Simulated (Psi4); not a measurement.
H3B3O3, triplet, geometry from GFN2-xTB (a higher spin typed on purpose: for a closed-shell molecule this is an excited state); HF/def2-SVP run with Psi4 1.11.

Input for Psi4:
```
memory 2 GB

molecule mol {
0 3
B    -0.579297    1.234690    0.548000
O    -1.391448   -0.011194    0.253351
B    -0.712762   -1.079500   -0.103568
O     0.612727   -1.178703   -0.332190
B     1.379527    0.029749   -0.325058
O     0.727033    1.071838    0.119027
H    -1.172806    2.106937   -0.042589
H    -1.347548   -2.079495   -0.215197
H     2.496513   -0.007675   -0.660589
}

set {
  basis def2-svp
  reference uhf
  damping_percentage 20
}

energy('scf')
print_variables()
```

It wrote (shortened):

```
   => Loading Basis Set <=

    Name: DEF2-SVP
    Role: ORBITAL
    Keyword: BASIS

         ---------------------------------------------------------
                                   SCF
               by Justin Turney, Rob Parrish, Andy Simmonett
                          and Daniel G. A. Smith
                              UHF Reference
         ---------------------------------------------------------

  ==> Geometry <==

    Molecular point group: c1
    Full point group: C1

    Geometry (in Angstrom), charge = 0, multiplicity = 3:

       Center              X                  Y                   Z               Mass
    ------------   -----------------  -----------------  -----------------  -----------------
         B           -0.580632011632     1.232695286937     0.535725909427    11.009305360000
         O           -1.392783011632    -0.013188713063     0.241076909427    15.994914619570
         B           -0.714097011632    -1.081494713063    -0.115842090573    11.009305360000
         O            0.611391988368    -1.180697713063    -0.344464090573    15.994914619570
         B            1.378191988368     0.027754286937    -0.337332090573    11.009305360000
         O            0.725697988368     1.069843286937     0.106752909427    15.994914619570
         H           -1.174141011632     2.104942286937    -0.054863090573     1.007825032230
         H           -1.348883011632    -2.081489713063    -0.227471090573     1.007825032230
         H            2.495177988368    -0.009669713063    -0.672863090573     1.007825032230

  Running in c1 symmetry.

  Rotational constants: A =      0.20161  B =      0.18825  C =      0.09833 [cm^-1]
  Rotational constants: A =   6044.08770  B =   5643.48024  C =   2947.95117 [MHz]
  Nuclear repulsion =  201.361099794487615

  Charge       = 0
  Multiplicity = 3
  Electrons    = 42
  Nalpha       = 22
  Nbeta        = 20

  ==> Algorithm <==

  SCF Algorithm Type is DF.
  DIIS enabled.
  MOM disabled.
  Fractional occupation disabled.
  Guess Type is SAD.
  Energy threshold   = 1.00e-06
  Density threshold  = 1.00e-06
  Integral threshold = 1.00e-12

  ==> Primary Basis <==

  Basis Set: DEF2-SVP
    Blend: DEF2-SVP
    Number of shells: 45
    Number of basis functions: 99
    Number of Cartesian functions: 105
    Spherical Harmonics?: true
    Max angular momentum: 2

   => Loading Basis Set <=

    Name: (DEF2-SVP AUX)
    Role: JKFIT
    Keyword: DF_BASIS_SCF

  ==> Integral Setup <==

  SCF_SUBTYPE=INCORE selected. In-core MEM_DF algorithm will be used.
  Using in-core AOs.

  ==> MemDFJK: Density-Fitted J/K Matrices <==

    J tasked:                   Yes
    K tasked:                   Yes
    wK tasked:                   No
    Algorithm:                 Core
    Schwarz Cutoff:           1E-12
    Mask sparsity (%):       0.3061
    Fitting Condition:        1E-10

   => Auxiliary Basis Set <=

  Basis Set: (DEF2-SVP AUX)
    Blend: DEF2-UNIVERSAL-JKFIT
    Number of shells: 168
    Number of basis functions: 510
    Number of Cartesian functions: 606
    Spherical Harmonics?: true
    Max angular momentum: 4

  Minimum eigenvalue in the overlap matrix is 4.7860099141E-03.
  Reciprocal condition number of the overlap matrix is 8.2321771750E-04.
    Using symmetric orthogonalization.

  ==> Pre-Iterations <==

  SCF Guess: Superposition of Atomic Densities via on-the-fly atomic UHF (no occupation information).

   -------------------------
    Irrep   Nso     Nmo
   -------------------------
     A         99      99
   -------------------------
    Total      99      99
   -------------------------

  ==> Iterations <==

                           Total Energy        Delta E     RMS |[F,P]|

   @DF-UHF iter SAD:  -299.09001729500619   -2.99090e+02   0.00000e+00
   @DF-UHF iter   1:  -300.03071035475045   -9.40693e-01   5.58471e-03 DIIS/ADIIS
   @DF-UHF iter   2:  -300.13269025931970   -1.01980e-01   3.65332e-03 DIIS/ADIIS/DAMP=20%
   @DF-UHF iter   3:  -299.90302188876592    2.29668e-01   7.43146e-04 DIIS/ADIIS/DAMP=20%
   @DF-UHF iter   4:  -300.17736599055991   -2.74344e-01   6.93077e-04 DIIS/ADIIS/DAMP=20%
   @DF-UHF iter   5:  -300.16547914238316    1.18868e-02   4.01988e-04 DIIS/ADIIS/DAMP=20%
   @DF-UHF iter   6:  -300.17567036152303   -1.01912e-02   3.22667e-04 DIIS/ADIIS/DAMP=20%
   @DF-UHF iter   7:  -300.21327551382024   -3.76052e-02   2.27570e-04 DIIS/ADIIS/DAMP=20%
   @DF-UHF iter   8:  -300.19085224575537    2.24233e-02   1.61945e-04 DIIS/ADIIS/DAMP=20%
   @DF-UHF iter   9:  -300.19660906213005   -5.75682e-03   1.38121e-04 DIIS/ADIIS/DAMP=20%
   @DF-UHF iter  10:  -300.19998447435842   -3.37541e-03   1.35632e-04 DIIS/ADIIS/DAMP=20%
   @DF-UHF iter  11:  -300.20401998509084   -4.03551e-03   1.10519e-04 DIIS/ADIIS/DAMP=20%
   @DF-UHF iter  12:  -300.20755585421296   -3.53587e-03   8.12269e-05 DIIS/DAMP=20%
   @DF-UHF iter  13:  -300.20605450412393    1.50135e-03   7.73895e-05 DIIS/DAMP=20%
   @DF-UHF iter  14:  -300.20693845235002   -8.83948e-04   6.17685e-05 DIIS/DAMP=20%
   @DF-UHF iter  15:  -300.20600956134479    9.28891e-04   6.95911e-05 DIIS/DAMP=20%
   @DF-UHF iter  16:  -300.20536779975765    6.41762e-04   7.57300e-05 DIIS/DAMP=20%
   @DF-UHF iter  17:  -300.20531113469053    5.66651e-05   7.68233e-05 DIIS/DAMP=20%
   @DF-UHF iter  18:  -300.20473662305898    5.74512e-04   8.12731e-05 DIIS/DAMP=20%
   @DF-UHF iter  19:  -300.20517943640198   -4.42813e-04   7.61707e-05 DIIS/DAMP=20%
   @DF-UHF iter  20:  -300.20346996049989    1.70948e-03   9.09761e-05 DIIS/DAMP=20%
   @DF-UHF iter  21:  -300.20391032396253   -4.40363e-04   8.32109e-05 DIIS/DAMP=20%
   @DF-UHF iter  22:  -300.20636385850810   -2.45353e-03   5.73790e-05 DIIS/DAMP=20%
   @DF-UHF iter  23:  -300.20543404613340    9.29812e-04   7.15388e-05 DIIS/DAMP=20%
   @DF-UHF iter  24:  -300.20581079746665   -3.76751e-04   6.83797e-05 DIIS/DAMP=20%
   @DF-UHF iter  25:  -300.20745064556627   -1.63985e-03   5.22662e-05 DIIS/DAMP=20%
[...]
   @DF-UHF iter  48:  -300.20406423705117   -3.53041e-04   1.02774e-04 DIIS/ADIIS/DAMP=20%
   @DF-UHF iter  49:  -300.20422729194047   -1.63055e-04   1.01456e-04 DIIS/ADIIS/DAMP=20%
   @DF-UHF iter  50:  -300.20456608122493   -3.38789e-04   9.84680e-05 DIIS/DAMP=20%
   @DF-UHF iter  51:  -300.20428776469794    2.78317e-04   9.95040e-05 DIIS/DAMP=20%
   @DF-UHF iter  52:  -300.20554646032366   -1.25870e-03   8.65718e-05 DIIS/DAMP=20%
   @DF-UHF iter  53:  -300.20607494411672   -5.28484e-04   8.37319e-05 DIIS/DAMP=20%
   @DF-UHF iter  54:  -300.20451005914941    1.56488e-03   9.93999e-05 DIIS/DAMP=20%
   @DF-UHF iter  55:  -300.20291582131858    1.59424e-03   1.17068e-04 DIIS/ADIIS/DAMP=20%
   @DF-UHF iter  56:  -300.20256810560477    3.47716e-04   1.33757e-04 DIIS/ADIIS/DAMP=20%
   @DF-UHF iter  57:  -300.20519377946192   -2.62567e-03   8.20296e-05 DIIS/DAMP=20%
   @DF-UHF iter  58:  -300.20568443956086   -4.90660e-04   7.86313e-05 DIIS/DAMP=20%
   @DF-UHF iter  59:  -300.20475574291737    9.28697e-04   8.37862e-05 DIIS/DAMP=20%
   @DF-UHF iter  60:  -300.20518913574563   -4.33393e-04   7.90338e-05 DIIS/DAMP=20%
   @DF-UHF iter  61:  -300.20390447726891    1.28466e-03   8.27703e-05 DIIS/DAMP=20%
   @DF-UHF iter  62:  -300.20502105401363   -1.11658e-03   7.25792e-05 DIIS/DAMP=20%
   @DF-UHF iter  63:  -300.20667384953401   -1.65280e-03   5.22263e-05 DIIS/DAMP=20%
   @DF-UHF iter  64:  -300.20600432713297    6.69522e-04   6.87083e-05 DIIS/DAMP=20%
   @DF-UHF iter  65:  -300.20524519714161    7.59130e-04   7.92166e-05 DIIS/DAMP=20%
   @DF-UHF iter  66:  -300.20526724297548   -2.20458e-05   7.65258e-05 DIIS/DAMP=20%
   @DF-UHF iter  67:  -300.20565487947994   -3.87637e-04   7.15932e-05 DIIS/DAMP=20%
   @DF-UHF iter  68:  -300.20573865482487   -8.37753e-05   7.06425e-05 DIIS/DAMP=20%
   @DF-UHF iter  69:  -300.20339326731221    2.34539e-03   9.03310e-05 DIIS/DAMP=20%
   @DF-UHF iter  70:  -300.20458672375594   -1.19346e-03   8.04402e-05 DIIS/DAMP=20%
   @DF-UHF iter  71:  -300.20789322327789   -3.30650e-03   5.46509e-05 DIIS/DAMP=20%
   @DF-UHF iter  72:  -300.20699700233359    8.96221e-04   5.48107e-05 DIIS/DAMP=20%
   @DF-UHF iter  73:  -300.20682471695420    1.72285e-04   5.74234e-05 DIIS/DAMP=20%
   @DF-UHF iter  74:  -300.20433941810910    2.48530e-03   7.93519e-05 DIIS/DAMP=20%
   @DF-UHF iter  75:  -300.20980460922010   -5.46519e-03   6.11113e-05 DIIS/DAMP=20%
   @DF-UHF iter  76:  -300.20068499577758    9.11961e-03   1.12677e-04 DIIS/ADIIS/DAMP=20%
   @DF-UHF iter  77:  -300.20289050602463   -2.20551e-03   8.79956e-05 DIIS/DAMP=20%
   @DF-UHF iter  78:  -300.20319168976289   -3.01184e-04   9.28879e-05 DIIS/DAMP=20%
   @DF-UHF iter  79:  -300.20374559787024   -5.53908e-04   7.56572e-05 DIIS/DAMP=20%
   @DF-UHF iter  80:  -300.20555175116300   -1.80615e-03   4.91181e-05 DIIS/DAMP=20%
   @DF-UHF iter  81:  -300.20364462584757    1.90713e-03   7.43027e-05 DIIS/DAMP=20%
   @DF-UHF iter  82:  -300.20621549931542   -2.57087e-03   4.74295e-05 DIIS/DAMP=20%
   @DF-UHF iter  83:  -300.20507517529722    1.14032e-03   5.62725e-05 DIIS/DAMP=20%
   @DF-UHF iter  84:  -300.20334340460590    1.73177e-03   7.36416e-05 DIIS/DAMP=20%
   @DF-UHF iter  85:  -300.20588973750341   -2.54633e-03   5.06023e-05 DIIS/DAMP=20%
   @DF-UHF iter  86:  -300.20521244081328    6.77297e-04   6.13233e-05 DIIS/DAMP=20%
   @DF-UHF iter  87:  -300.20453413139154    6.78309e-04   7.10126e-05 DIIS/DAMP=20%
   @DF-UHF iter  88:  -300.20342377452113    1.11036e-03   7.90223e-05 DIIS/DAMP=20%
   @DF-UHF iter  89:  -300.20528545428738   -1.86168e-03   6.11526e-05 DIIS/DAMP=20%
   @DF-UHF iter  90:  -300.20516588880685    1.19565e-04   6.61628e-05 DIIS/DAMP=20%
   @DF-UHF iter  91:  -300.20221263746225    2.95325e-03   8.97740e-05 DIIS/DAMP=20%
   @DF-UHF iter  92:  -300.20397606446863   -1.76343e-03   7.90224e-05 DIIS/DAMP=20%
   @DF-UHF iter  93:  -300.20466807438726   -6.92010e-04   6.54647e-05 DIIS/DAMP=20%
   @DF-UHF iter  94:  -300.20395927512931    7.08799e-04   7.27865e-05 DIIS/DAMP=20%
   @DF-UHF iter  95:  -300.20454220144222   -5.82926e-04   6.67650e-05 DIIS/DAMP=20%
   @DF-UHF iter  96:  -300.20356892619475    9.73275e-04   7.74012e-05 DIIS/DAMP=20%
   @DF-UHF iter  97:  -300.20490079549256   -1.33187e-03   6.47235e-05 DIIS/DAMP=20%
   @DF-UHF iter  98:  -300.20338185441608    1.51894e-03   8.00642e-05 DIIS/DAMP=20%
   @DF-UHF iter  99:  -300.20404055574920   -6.58701e-04   7.30712e-05 DIIS/DAMP=20%
   @DF-UHF iter 100:  -300.20507805846790   -1.03750e-03   6.48268e-05 DIIS/DAMP=20%

PsiException: Could not converge SCF iterations in 100 iterations.

  Failed to converge.

Traceback (most recent call last):
  File "psi4", line 375, in <module>
  File "<string>", line 31, in <module>
  File "site-packages/psi4/driver/driver.py", line 533, in energy
  File "site-packages/psi4/driver/procrouting/proc.py", line 2760, in run_scf
  File "site-packages/psi4/driver/procrouting/proc.py", line 2047, in scf_helper
  File "site-packages/psi4/driver/procrouting/scf_proc/scf_iterator.py", line 93, in scf_compute_energy
  File "site-packages/psi4/driver/procrouting/scf_proc/scf_iterator.py", line 86, in scf_compute_energy
  File "site-packages/psi4/driver/procrouting/scf_proc/scf_iterator.py", line 609, in scf_iterate

psi4.driver.p4util.exceptions.SCFConvergenceError: Could not converge SCF iterations in 100 iterations.

Printing out the relevant lines from the Psithon --> Python processed input file:
    ""","mol")
    core.IO.set_default_namespace("mol")
    core.set_global_option("BASIS", "def2-svp")
    core.set_global_option("REFERENCE", "uhf")
    core.set_global_option("DAMPING_PERCENTAGE", 20)
--> energy('scf')
    print_variables()

!-------------------------------------------------------!
!                                                       !
!  Could not converge SCF iterations in 100 iterations. !
!                                                       !
!-------------------------------------------------------!
```

The run did not converge; its last values are not results.
